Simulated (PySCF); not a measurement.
B3LYP has the VWN-RPA correlation part, as in Gaussian. 

```xyz
9

B      0.4463     1.4236     0.2186
C      0.0314     0.0997     0.0152
N      0.9045    -0.9825    -0.2670
N     -1.3179    -0.3368     0.0640
H      0.7923     2.5275     0.3881
H      0.9008    -1.6861     0.4650
H      1.8470    -0.7027    -0.4979
H     -1.6459    -0.6876    -0.8305
H     -1.9585     0.3450     0.4445
```

Charge 0, multiplicity 1.

### Question
Give the Mulliken and meta-Löwdin atomic charges from PySCF with B3LYP-D3(BJ)/def2-TZVP.

### Answer

```csv
atom,Mulliken (e),meta-Löwdin (e)
B1,-0.27,-0.09
C2,0.31,0.05
N3,-0.48,-0.46
N4,-0.48,-0.46
H5,0.05,0.05
H6,0.22,0.23
H7,0.21,0.23
H8,0.22,0.23
H9,0.21,0.23
```
